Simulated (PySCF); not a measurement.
# Zr⁺: excitation energy

Zr⁺ [Kr] 4d2 5s1 (4F) → Zr⁺ [Kr] 4d3 (4F), as a difference of total energies. Computed with PySCF 2.14 in def2-QZVPPD with the def2 core potential (28 electrons) (7s5p4d3f2g, 81 functions), with a scalar-relativistic core potential. Correlated levels: valence: 4s2 4p6 frozen; valence and next inner shell: nothing frozen outside the core potential. The calculations carry no spin-orbit coupling.

Question: Order these methods by the excitation energy they give, lowest first.
A. UHF
B. r2SCAN
C. HSE06
D. SCS-MP2 (valence)

Answer: C (0.290 eV), B (0.364 eV), D (0.462 eV), A (0.495 eV).

Errors of the correlated levels include the incompleteness of this basis and the frozen core.

For comparison: 0.312 eV (measured; NIST levels, between the centres of gravity of the two terms).
